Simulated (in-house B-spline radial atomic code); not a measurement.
A run on an ion of nuclear charge 65 with 65.5 electrons that did not converge. Method: scalar-relativistic (X2C) TPSSh, spin-polarised, spherical fractional occupations, Fermi nucleus of rms radius 5.06 fm; computed with a B-spline radial code for spherical atoms.

Command:
```bash
python run_scf.py task.json out
```
Settings (nuclear radius in fm, mass in u):
```
Z                65
configuration    [Xe] 4f9.5 6s2
hamiltonian      x2c
method           tpssh
spin_polarised   True
nucleus          fermi
rms_radius       5.06
atomic_mass      158.92535
speed_of_light   137.035999084
```

First and last ten iterations of the last attempt (damped for 15 steps, keeping 80 % of the old Fock matrix, then DIIS):
```
 iter        energy (Eh)    residual
    1      -11665.717058    5.51e-01
    2      -11670.143735    1.16e+00
    3      -11688.794585    7.48e-01
    4      -11698.866759    4.64e-01
    5      -11703.911499    3.01e-01
    6      -11706.237180    1.99e-01
    7      -11707.232230    1.24e-01
    8      -11707.645531    7.68e-02
    9      -11707.827768    5.38e-02
   10      -11707.919184    4.05e-02
  111      -11487.359657    1.07e+00
  112      -11471.105424    1.04e+00
  113      -11471.144066    1.04e+00
  114      -11471.204390    1.12e+00
  115      -11473.707553    1.11e+00
  116      -11706.781964    1.64e-01
  117      -11705.518228    2.16e-01
  118      -11706.363027    1.72e-01
  119      -11707.586738    8.32e-02
  120      -11664.833181    5.63e-01
 not converged after 120 iterations
```

The smallest residual met was 2.3e-02; the threshold is about 6e-07. No energy from this run should be used. The likely cause: this method binds the added charge weakly or not at all at the basis-set limit, so charge moves back and forth between the atom and the box. Cost of the run: 7.2 s on 1 thread of Arm Neoverse V1, on a shared host.
